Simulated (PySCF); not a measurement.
B(F)(NCO)(OMe) (C₂H₃BFNO₂), SMILES O=C=NB(OC)F. The structure is a stationary point at r2SCAN-D4/def2-SVP. The structure was generated by enumeration, and PubChem lists no compound with its InChIKey, so it may never have been made. The values are those of a single conformer.

Computed equilibrium geometry at r2SCAN-D4/def2-SVP (PySCF confirms it by a frequency run) as Cartesian coordinates in Å, and its point group (one conformer of several):
point group Cs.
```xyz
10

B      0.5833     0.5381     0.0000
F      1.9077     0.4107     0.0000
N     -0.2413    -0.6378     0.0000
C     -0.3329    -1.8422     0.0000
O     -0.5128    -2.9974     0.0000
O      0.0743     1.7794     0.0000
C     -1.3111     2.0667     0.0000
H     -1.5525     2.6630     0.8931
H     -1.5525     2.6630    -0.8931
H     -1.9196     1.1487     0.0000
```
Charge 0, spin multiplicity 1.
